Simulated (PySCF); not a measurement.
Molecule: Ga(H)3(HOMe), CH7GaO, singlet. Atoms near the plane z = 1.5 Å, at the PBE0/def2-SVP optimised geometry (x, y, z in Å): Ga1 (-0.4, -0.1, 0.0), H3 (-1.2, 1.3, 0.0), H4 (1.2, -0.1, 0.0), C5 (0.0, -1.5, 2.7), O6 (-0.7, -0.4, 2.1), H7 (1.1, -1.3, 2.7), H8 (-0.2, -2.4, 2.1), H10 (-0.6, 0.4, 2.6).

Calculation: PBE0/def2-TZVP in PySCF. The values are rescaled to run from 0 to 1.

```
|.............................|
|.............................|
|...     .....................|
|.       .....................|
|        .....................|
|        .....................|
|       ......:::.............|
|       ...:::::::............|
|      ...::-----::...........|
|      ..::-====--:...........|
|     ...:-=+**+=-:....   ....|
|     ..:-=*#%#*+-::..     ...|
|     ..:-*%@@@#+=::..     ...|
|      .:=#@@@@%*=-:..     ...|
|       .=@@@@@@*=-:..    ....|
|       .=@@@@@@*=-:..........|
|        -@@@@@@#=-::.........|
|        :%@@@@@#+=-:.........|
|        .+@@@@@#*=-::........|
|        .-*%@@@%*=-:::.......|
|        .:=*%@@%*=-::::......|
|       ..:=+#%%#+=-::::......|
|      ..::=*%@@#+=-::::......|
|    ....:-=*@@@%+--::::......|
|........:-=#@@@%+--::::......|
|........:-=*%@@#+--::::......|
|........::-=*#*+=-:::::......|
|........::--=+==--:::::......|
|........:::------::::::......|
```
Scale: ten equal steps from 0.000 (start of ' ') to 1.00 (end of '@'), in the order ' .:-=+*#%@'; x runs from -3.50 to 3.50, y from -3.50 (bottom) to 3.50 (top).

Which quantity is mapped?
(A) an orbital amplitude
(B) electrostatic potential
(C) deformation density (molecule minus spherical neutral atoms)
(D) electron localisation function

B, electrostatic potential. In full: electrostatic potential (hartree/e), clipped to [-0.08, 0.12].
